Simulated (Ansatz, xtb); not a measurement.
Two isomers of C4H3BBrCl

Structure a is `ClB1C=CC=C1Br`, a singlet and structure b is `ClB1C=CC(Br)=C1`, a singlet. Both are isolated molecules in the gas phase, relaxed with B3LYP-D3(BJ)/def2-SVP.

a (Å):

| atom | x (Å) | y (Å) | z (Å) |
| --- | --- | --- | --- |
| C | 0.7275 | -1.5999 | 1.1400 |
| C | -0.2532 | -1.9694 | 0.2867 |
| C | -0.6139 | -0.8937 | -0.7074 |
| C | 0.1423 | 0.2017 | -0.5048 |
| B | 1.0995 | -0.1373 | 0.7209 |
| Br | 0.0688 | 1.8036 | -1.4840 |
| Cl | 2.2909 | 0.9258 | 1.4128 |
| H | 1.1280 | -2.2352 | 1.9300 |
| H | -0.7653 | -2.9369 | 0.2763 |
| H | -1.3857 | -1.0233 | -1.4694 |

b (Å):

```json
{"atom": "C", "x (Å)": "1.0349", "y (Å)": "-1.6264", "z (Å)": "0.8512"}
{"atom": "C", "x (Å)": "1.4290", "y (Å)": "-0.7731", "z (Å)": "-0.1106"}
{"atom": "C", "x (Å)": "0.2477", "y (Å)": "0.0084", "z (Å)": "-0.6455"}
{"atom": "C", "x (Å)": "-0.9254", "y (Å)": "-0.3049", "z (Å)": "-0.0615"}
{"atom": "B", "x (Å)": "-0.5277", "y (Å)": "-1.4079", "z (Å)": "0.9782"}
{"atom": "Br", "x (Å)": "0.5354", "y (Å)": "1.2773", "z (Å)": "-2.0091"}
{"atom": "Cl", "x (Å)": "-1.6070", "y (Å)": "-2.2426", "z (Å)": "2.0743"}
{"atom": "H", "x (Å)": "1.7029", "y (Å)": "-2.2995", "z (Å)": "1.3899"}
{"atom": "H", "x (Å)": "2.4368", "y (Å)": "-0.6124", "z (Å)": "-0.5012"}
{"atom": "H", "x (Å)": "-1.8865", "y (Å)": "0.1442", "z (Å)": "-0.3055"}
```

Quicker runs give these differences E(b) − E(a): GFN2-xTB −0.075 eV; HF/STO-3G −0.110 eV (at GFN2-xTB geometries); r2SCAN-D4/def2-SVP −0.126 eV (at GFN2-xTB geometries).

Estimate E(b) − E(a) at the level CCSD(T)/def2-SVP + ΔMP2/def2-TZVPP.

Calculated at CCSD(T)/def2-SVP + ΔMP2/def2-TZVPP: E(b) − E(a) = −0.100 eV, so structure b lies lower.

Level by level:

```
                             level               geometry  E(b) − E(a) (eV)  departure from the last row (eV)  job, with rough time for the two
                          GFN2-xTB               GFN2-xTB              −0.075                            +0.024              optimisation, 0.25 s
                         HF/STO-3G               GFN2-xTB              −0.110                            −0.010                 single point, 1 s
                r2SCAN-D4/def2-SVP               GFN2-xTB              −0.126                            −0.027               single point, 5.6 s
             B3LYP-D3(BJ)/def2-SVP  B3LYP-D3(BJ)/def2-SVP              −0.098                            +0.001                optimisation, 65 s
                       HF/def2-SVP  B3LYP-D3(BJ)/def2-SVP              −0.070                            +0.030           part of the CCSD(T) run
                      MP2/def2-SVP  B3LYP-D3(BJ)/def2-SVP              −0.105                            −0.006           part of the CCSD(T) run
                  CCSD(T)/def2-SVP  B3LYP-D3(BJ)/def2-SVP              −0.081                            +0.018                      single point
CCSD(T)/def2-SVP + ΔMP2/def2-TZVPP  B3LYP-D3(BJ)/def2-SVP              −0.100                                               single point, 1.7 min
```

As drawn, both hold the same kinds of bond in the same numbers.

None of the levels shown reverses the order. The largest departure from CCSD(T)/def2-SVP + ΔMP2/def2-TZVPP is that of HF/def2-SVP, 0.030 eV. The last row adds to CCSD(T) the change of the MP2 difference between the two basis sets, here −0.018 eV.

With thermal terms from frequencies at re-optimised GFN2-xTB minima (ideal gas, soft modes damped towards free rotors, one conformer each, 298.15 K, 1 atm): the zero-point term adds +0.003 eV; ΔH is −0.098 and ΔG −0.093 eV.

The correlated steps freeze 19 core orbitals; the filled d shell of Br is correlated, in a basis made for valence electrons. Codes used: Ansatz 0.2.0, xtb 6.7.1; the last row on 2 threads of Intel(R) Xeon(R) Platinum 8259CL CPU @ 2.50GHz (Skylake/Cascade Lake) on a shared host.
